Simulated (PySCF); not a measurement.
Job for PySCF: R-B3LYP/3-21G on CH7ClSi (a complex), monomers drawn apart or pushed together.

```python
from pyscf import gto, scf, dft, mp
from pyscf.data.elements import chemcore

mol = gto.M(
    atom='''
    C     0.00177899   -0.09046503    0.20816642
    H     0.38483717   -0.03687533   -0.80989607
    H    -0.33411219   -1.10567794    0.41539288
    H     0.79038180    0.18139651    0.90802214
    H    -0.83479929    0.59879233    0.31607937
    Si   -0.92703308   -0.04246856    3.52168694
    Cl    1.09030288    0.39160885    3.64548351
    H    -1.58724172    1.01642609    2.73537420
    H    -1.47406665   -0.08379540    4.89203757
    H    -1.08565951   -1.35291163    2.86388342
    ''',
    basis='3-21g',
    charge=0, spin=0, verbose=3, max_memory=1800)
mf = dft.RKS(mol, xc='b3lyp')
mf.conv_tol = 1e-8
mf.max_cycle = 100
mf.kernel()
if not mf.converged:
    mf = mf.newton().run(mf.mo_coeff, mf.mo_occ)
```

Program output:

```
converged SCF energy = -788.084930473828
```

The run converged.

Cost: about 5 core-seconds (a rough figure).
